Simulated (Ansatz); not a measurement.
**Question.** Name a neutral molecule of C, Cl, Ge and H with size of the dipole moment (B3LYP/def2-TZVPP) between 2.25 and 2.55 D and HOMO energy (PBE0/def2-TZVPP) between -8.65 and -8.35 eV (Ansatz, PBE0-D4/def2-TZVP geometry).

**Answer.** `[CH3][GeH2][Cl]` (2.43 D, -8.50 eV). Other molecules can fit too; these were computed, each in one conformer that needn't be the lowest.

B3LYP here is the variant with VWN-RPA as its local correlation; programs differ in this.
